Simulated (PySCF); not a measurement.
## Excitation energy of N²⁺ by level of theory

N²⁺ [He] 2s2 2p1 (2P) → N²⁺ [He] 2s2 3s1 (2S), as a difference of total energies. All numbers are calculated (PySCF 2.14, the spin-free X2C one-electron Hamiltonian (Gaussian nucleus), in aug-cc-pCVTZ-DK). Correlated levels: valence: 1s2 frozen. The calculations carry no spin-orbit coupling.

| method | excitation energy (eV) |
| --- | --- |
| UHF | 27.682 |
| MP2 (valence) | 27.491 |
| SCS-MP2 (valence) | 27.463 |
| CCSD (valence) | 27.395 |
| CCSD(T) (valence) | 27.370 |

**Question.** How much does correlation contribute at CCSD(T) (valence)?

**Answer.** 27.370 − (27.682) = -0.312 eV, measured against UHF.

A first-order spin-orbit estimate (lowest level to lowest level, LS coupling) adds 0.014 eV.

The promoted electron is Rydberg-like, and one or two diffuse shells describe it only roughly, which tends to raise the upper state.
